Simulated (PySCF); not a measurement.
C3H6FNSi, SMILES F[C@@H]1CN=C1[SiH3].

The structure is a stationary point at PBE-D3(BJ)/def2-SVP. The structure was generated by enumeration; whether it is a known compound was not checked.

Two levels are set side by side: PBE/def2-TZVP (PySCF) and HF/def2-TZVP (PySCF). Same geometry, gas phase. Differences are taken from unrounded values.

```csv
quantity,PBE
orbital gap (eV),3.83
highest occupied level (eV),-6.26
lowest empty level (eV),-2.43
dipole moment (D),1.11
mean polarisability (bohr³),71.3
```

Question: These are the PBE values. What does HF give? (An estimate is asked for; the answer gives what the named calculation found.)

Answer: 
```csv
quantity,HF,PBE minus HF
orbital gap (eV),13.91,-10.08
highest occupied level (eV),-11.29,5.03
lowest empty level (eV),2.63,-5.06
dipole moment (D),1.23,-0.13
mean polarisability (bohr³),64.2,7.1
```

Without exact exchange PBE keeps part of each electron's self-repulsion, which lifts occupied levels and narrows the gap. Loosely held outer electrons make PBE densities more polarisable. Differences between two approximate levels are no errors against the true value.

Rough cost on one machine, each run with all the roots and properties that it gave: HF against PBE about 1/3.
